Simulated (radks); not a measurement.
Task: Dipole-allowed excitations along the series with 2 electrons in [He]. Method: non-relativistic Kohn-Sham, LDA (Slater exchange, Perdew-Wang correlation), spin-unpolarised, spherical densities, point nucleus; computed with a radial shooting solver on a logarithmic mesh with Libxc functionals. Time-dependent linear response with the Hartree and adiabatic LDA kernel, continuum included through the Sternheimer equations. Lines are the poles of the dipole polarisability below minus the highest occupied eigenvalue, found on a grid refined at the orbital gaps; the lowest seven at most are given, and weak or close lines can be missed. The first line takes the name of the lowest orbital gap if no other gap lies below it; otherwise a line is named after a gap within 0.6 % of it, if that gap stands alone.

species  -e(HOMO) (eV)  lowest orbital gap (eV)  first line (eV)      f  static alpha (bohr^3)
Sc19+           5501.7             1s-2p 4232.6   4238.0 (1s-2p)  0.757             0.00005035
V21+            6650.5             1s-2p 5104.8   5111.0 (1s-2p)  0.764             0.00003473
Cr22+           7265.7             1s-2p 5571.6   5578.0 (1s-2p)  0.767             0.00002920
Mn23+           7908.1             1s-2p 6058.7   6065.5 (1s-2p)  0.769             0.00002473
Fe24+           8577.7             1s-2p 6566.3   6573.4 (1s-2p)  0.772             0.00002108

Estimate the first line of Ti20+, its oscillator strength and the static polarisability.

Result: 4664.3 eV (1s-2p), f = 0.761, alpha = 0.00004164 bohr^3.
